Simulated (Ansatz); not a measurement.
Harmonic frequencies (cm⁻¹) at PBE0-D4/def2-TZVP from Ansatz: 182, 201, 382, 406, 846, 968.

Which molecule is it?
A. `BrB(Br)Br`
B. `N#CB(C#N)C#N`
C. `C[Se]B(F)Cl`
D. `ClB(Cl)I`

D.
